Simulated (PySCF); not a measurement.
TiH4, SMILES [TiH4], multiplicity 1. Atoms are numbered in the order given.

```xyz
5

Ti     0.0000     0.0000     0.0000
H      0.9798     0.9798     0.9798
H     -0.9798     0.9798    -0.9798
H     -0.9798    -0.9798     0.9798
H      0.9798    -0.9798    -0.9798
```
Charge 0, spin multiplicity 1.

The structure is a stationary point at B3LYP-D3(BJ)/def2-TZVPD. The multiplicity is an assumed one; other spin states were not compared.

Computed with TDA-ωB97X/def2-TZVPD run with PySCF 2.14.0.

Vertical excitations; the highest root listed may be one member of a degenerate set. Gas-phase values at a fixed geometry. State labels are in the subgroup D2.

```json
[
 {"state": "S1", "symmetry": "B3", "energy (eV)": "3.43", "λ (nm)": "361", "f": "0.000", "main pairs": "HOMO→LUMO, HOMO→LUMO+1 (degenerate set)"},
 {"state": "S2", "symmetry": "B2", "energy (eV)": "3.43", "λ (nm)": "361", "f": "0.000", "main pairs": "HOMO−1→LUMO, HOMO−1→LUMO+1 (degenerate set)"},
 {"state": "S3", "symmetry": "B1", "energy (eV)": "3.43", "λ (nm)": "361", "f": "0.000", "main pairs": "HOMO−2→LUMO+1 (degenerate set)"},
 {"state": "S4", "symmetry": "B3", "energy (eV)": "3.79", "λ (nm)": "327", "f": "0.003", "main pairs": "HOMO→LUMO+1, HOMO→LUMO (degenerate set)"},
 {"state": "S5", "symmetry": "B2", "energy (eV)": "3.79", "λ (nm)": "327", "f": "0.003", "main pairs": "HOMO−1→LUMO+1, HOMO−1→LUMO (degenerate set)"},
 {"state": "S6", "symmetry": "B1", "energy (eV)": "3.79", "λ (nm)": "327", "f": "0.003", "main pairs": "HOMO−2→LUMO (degenerate set)"},
 {"state": "S7", "symmetry": "B1", "energy (eV)": "4.48", "λ (nm)": "277", "f": "0.000", "main pairs": "HOMO→LUMO+2, HOMO−1→LUMO+3 (degenerate set)"},
 {"state": "S8", "symmetry": "B2", "energy (eV)": "4.48", "λ (nm)": "277", "f": "0.000", "main pairs": "HOMO−2→LUMO+3, HOMO→LUMO+4 (degenerate set)"},
 {"state": "S9", "symmetry": "B3", "energy (eV)": "4.48", "λ (nm)": "277", "f": "0.000", "main pairs": "HOMO−2→LUMO+2, HOMO−1→LUMO+4 (degenerate set)"},
 {"state": "S10", "symmetry": "A", "energy (eV)": "4.83", "λ (nm)": "257", "f": "0.000", "main pairs": "HOMO−1→LUMO+2 48 %, HOMO→LUMO+3 48 %"},
 {"state": "T1", "symmetry": "B3", "energy (eV)": "3.16", "λ (nm)": "393", "f": "0", "main pairs": "HOMO→LUMO, HOMO→LUMO+1 (degenerate set)"},
 {"state": "T2", "symmetry": "B2", "energy (eV)": "3.16", "λ (nm)": "393", "f": "0", "main pairs": "HOMO−1→LUMO, HOMO−1→LUMO+1 (degenerate set)"},
 {"state": "T3", "symmetry": "B1", "energy (eV)": "3.16", "λ (nm)": "393", "f": "0", "main pairs": "HOMO−2→LUMO+1 (degenerate set)"},
 {"state": "T4", "symmetry": "B2", "energy (eV)": "3.21", "λ (nm)": "386", "f": "0", "main pairs": "HOMO−1→LUMO+1 71 %, HOMO−1→LUMO 24 %"}
]
```
Triplets are in the Tamm–Dancoff approximation.
